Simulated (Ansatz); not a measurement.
# Relative stability

The two ends of one reaction step of SiAsNH8S, closed shell (PBE0-D4/def2-TZVP).

A:

```
12
angstrom
Si -0.4753 -0.5320 0.0342
S 2.1159 2.1224 1.5692
H -0.8730 0.1278 1.3076
H 0.9486 -0.9546 0.1120
N -1.4053 -1.9700 -0.1335
H 2.4960 0.8837 1.2208
As -0.8104 1.0762 -1.6783
H 1.1024 1.6558 2.3144
H -2.4113 -1.9239 -0.0940
H -1.1077 -2.6727 -0.7916
H 0.3764 1.8985 -1.1968
H 0.0437 0.2889 -2.6642
```

B:

```
12
angstrom
Si -0.2961 -1.0224 0.3477
S 1.3154 -0.3992 1.6256
H -1.0454 0.1713 -0.1151
H 0.4338 -1.6937 -0.7522
N -1.4688 -2.0776 1.0055
H 1.5212 1.7145 -0.8723
As 0.8541 1.8556 -2.2314
H 0.5373 0.3076 2.4626
H -2.2694 -1.7002 1.4857
H -1.2053 -2.9735 1.3833
H -0.1715 2.8406 -1.6906
H 1.7947 2.9770 -2.6490
```

Ansatz 0.2.0; basis: def2-TZVPP; cores frozen in the correlated methods. Filled d shells of the heavier atoms are correlated. The def2 sets are not built for correlating such inner shells, so the correlated values are less sure here. B3LYP uses VWN-RPA correlation.

Problem. Which structure is lower at CCSD(T), and by how much? (An estimate is asked for; the value comes from the calculation.)

Solution. The calculation gives: B, by 37.8 kJ/mol (electronic energy, against the other). By their contacts, A is a complex of SiAsNH₆ ([NH2][SiH2][AsH2]) + H₂S and B is a complex of SiNH₅S ([NH2][SiH2][SH]) + AsH₃.

All methods give the same order:

```json
{"method": "SPW92", "E(B) − E(A) (kJ/mol)": "-35.3"}
{"method": "PBE-D4", "E(B) − E(A) (kJ/mol)": "-34.6"}
{"method": "BLYP-D4", "E(B) − E(A) (kJ/mol)": "-37.5"}
{"method": "r2SCAN-D4", "E(B) − E(A) (kJ/mol)": "-38.7"}
{"method": "B97M-V", "E(B) − E(A) (kJ/mol)": "-42.5"}
{"method": "PBE0-D4", "E(B) − E(A) (kJ/mol)": "-35.9"}
{"method": "B3LYP-D4", "E(B) − E(A) (kJ/mol)": "-38.2"}
{"method": "r2SCAN0-D4", "E(B) − E(A) (kJ/mol)": "-38.8"}
{"method": "BHLYP-D4", "E(B) − E(A) (kJ/mol)": "-40.0"}
{"method": "CAM-B3LYP-D4", "E(B) − E(A) (kJ/mol)": "-40.0"}
{"method": "wB97X-V", "E(B) − E(A) (kJ/mol)": "-39.3"}
{"method": "wB97M-V", "E(B) − E(A) (kJ/mol)": "-40.0"}
{"method": "B2PLYP", "E(B) − E(A) (kJ/mol)": "-39.6"}
{"method": "PBE-QIDH", "E(B) − E(A) (kJ/mol)": "-38.4"}
{"method": "RPA on PBE", "E(B) − E(A) (kJ/mol)": "-37.2"}
{"method": "HF", "E(B) − E(A) (kJ/mol)": "-44.7"}
{"method": "MP2", "E(B) − E(A) (kJ/mol)": "-39.1"}
{"method": "CCSD", "E(B) − E(A) (kJ/mol)": "-38.2"}
{"method": "CCSD(T)", "E(B) − E(A) (kJ/mol)": "-37.8"}
```

The T1 diagnostic stays at or below 0.011.

Labels in which every atom is bracketed show which atoms are joined, not bond orders.

For scale, one of the runs: CCSD(T)/def2-TZVPP, 275 basis functions, launched by `ansatz run in.yaml --threads 8 --pin off --events-out ev --progress --plain --max-ram 19148MiB`. Time: 68 s of wall clock on 8 CPU threads of an INTEL XEON PLATINUM 8581C; the host was shared. Peak host memory: 7.1 GiB.
